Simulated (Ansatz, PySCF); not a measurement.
C₄H₄ClF, SMILES F[C@H]1C=C(Cl)C1. Atoms are numbered in the order given.

```xyz
10

F     -2.3292    -0.2457     1.1371
C     -1.5687    -0.0965    -0.0068
C     -0.5307     1.0004     0.0233
C      0.4568     0.1121    -0.1887
Cl     2.1435     0.2666    -0.4818
C     -0.4052    -1.1264    -0.1561
H     -2.2597    -0.0680    -0.8666
H     -0.5853     2.0844     0.1174
H     -0.2847    -1.7514     0.7410
H     -0.4055    -1.7548    -1.0608
```
Charge 0, spin multiplicity 1.

The structure is a stationary point at TPSSh-D3(BJ)/def2-SVP. The structure was generated by enumeration; whether it is a known compound was not checked.

Two levels are set side by side: PBE-D3(BJ)/def2-SVP (Ansatz, a program for electronic structure) and TPSSh-D3(BJ)/def2-SVP (PySCF). Each level has its own optimised geometry; the coordinates shown are those of the second. Frequencies come from the Hessian of PySCF at each geometry. Differences are taken from unrounded values.

```tsv
quantity	TPSSh-D3(BJ)
mean bond length (Å)	1.342
bond F1–C2 (Å)	1.382
bond C2–C3 (Å)	1.510
bond C2–C6 (Å)	1.561
bond C3–C4 (Å)	1.345
bond C4–Cl5 (Å)	1.719
bond C4–C6 (Å)	1.509
bond C2–H7 (Å)	1.103
bond C3–H8 (Å)	1.089
bond C6–H9 (Å)	1.100
bond C6–H10 (Å)	1.102
highest harmonic wavenumber (cm⁻¹)	3241
mean harmonic wavenumber (cm⁻¹)	1281
zero-point energy (kcal/mol)	43.96
```

**Question.** What does PBE-D3(BJ) give, and how far is it from TPSSh-D3(BJ)? (Estimate from the structure and the level; the computed values follow.)

**Answer.** 
| quantity | PBE-D3(BJ) | PBE-D3(BJ) minus TPSSh-D3(BJ) |
|---|---|---|
| mean bond length (Å) | 1.348 | 0.006 |
| bond F1–C2 (Å) | 1.384 | 0.002 |
| bond C2–C3 (Å) | 1.515 | 0.004 |
| bond C2–C6 (Å) | 1.567 | 0.006 |
| bond C3–C4 (Å) | 1.354 | 0.009 |
| bond C4–Cl5 (Å) | 1.719 | 0.000 |
| bond C4–C6 (Å) | 1.512 | 0.003 |
| bond C2–H7 (Å) | 1.114 | 0.010 |
| bond C3–H8 (Å) | 1.098 | 0.008 |
| bond C6–H9 (Å) | 1.108 | 0.008 |
| bond C6–H10 (Å) | 1.110 | 0.008 |
| highest harmonic wavenumber (cm⁻¹) | 3173 | -68 |
| mean harmonic wavenumber (cm⁻¹) | 1245 | -37 |
| zero-point energy (kcal/mol) | 42.70 | -1.26 |

GGA bonds tend to be longer and softer than those of functionals with exact exchange. Differences between two approximate levels are no errors against the true value.
